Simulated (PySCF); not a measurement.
## Ionisation energy of Tc⁺ by level of theory

Tc⁺ [Kr] 4d5 5s1 (7S) → Tc²⁺ [Kr] 4d5 (6S), as a difference of total energies. Calculation: PySCF 2.14, in aug-cc-pwCVTZ-PP with ECP28MDF (8s8p7d4f3g, 122 functions); scalar relativity through the core potential. Correlated levels: valence: 4s2 4p6 frozen; valence and next inner shell: nothing frozen outside the core potential. The calculations carry no spin-orbit coupling.

```
                                method  ionisation energy (eV)
                                   UHF                  14.242
                                   LDA                  15.968
                                   PBE                  15.677
                                  PBE0                  15.383
                                r2SCAN                  15.630
                                 M06-L                  14.825
                                  BP86                  15.786
                                 B3LYP                  15.441
                         MP2 (valence)                  14.837
                     SCS-MP2 (valence)                  14.440
    MP2 (valence and next inner shell)                  15.256
SCS-MP2 (valence and next inner shell)                  14.851
```

Task: How much does correlation contribute at MP2 (valence and next inner shell)?

Result: 15.256 − (14.242) = 1.014 eV, measured against UHF.

Errors of the correlated levels include the incompleteness of this basis and the frozen core.

For comparison: 15.26 eV (semi-empirical (NIST evaluation); NIST Atomic Spectra Database, ionization energies).
